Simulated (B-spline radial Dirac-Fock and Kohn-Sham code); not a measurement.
**Internal conversion coefficients of Se at 227 keV**

Z = 34 (selenium), transition energy 227 keV. Model: a Dirac-Hartree-Slater potential of the neutral atom with a Latter tail (no hole, which puts coefficients of high multipoles low close above an edge), finite nucleus with surface currents. Program: a B-spline atomic structure program. Subshells that would emit electrons below 1 keV are left out.

```csv
subshell,electron energy (keV),E2,E4,E5,M1,M4
K,214.34,0.0355,0.783,3.54,0.0105,1.39
L1,225.35,0.00344,0.0735,0.327,0.00108,0.168
L2,225.53,0.000313,0.0450,0.388,3.33e-05,0.0228
L3,225.57,0.000366,0.0401,0.329,1.38e-05,0.0362
M1,226.77,0.000547,0.0116,0.0516,0.000173,0.0274
M2,226.83,5.06e-05,0.00733,0.0634,5.39e-06,0.00373
M3,226.84,5.90e-05,0.00651,0.0535,2.23e-06,0.00596
M4,226.94,7.47e-08,2.69e-05,0.000488,5.76e-09,2.98e-05
M5,226.94,8.80e-08,2.42e-05,0.000389,6.08e-09,1.34e-05
N1,226.98,5.85e-05,0.00124,0.00552,1.85e-05,0.00294
N2,226.99,2.37e-06,0.000343,0.00297,2.52e-07,0.000175
N3,226.99,2.71e-06,0.000299,0.00246,1.02e-07,0.000274
total,,0.0404,0.969,4.77,0.0118,1.65
```

Q: For a pure E2 transition, what fraction of decays emits a photon?

A: 1/(1 + α) = 0.961 with the total α = 0.0404.

Values without a named source are computed, but for edge energies of neutral atoms, which are taken from tables.
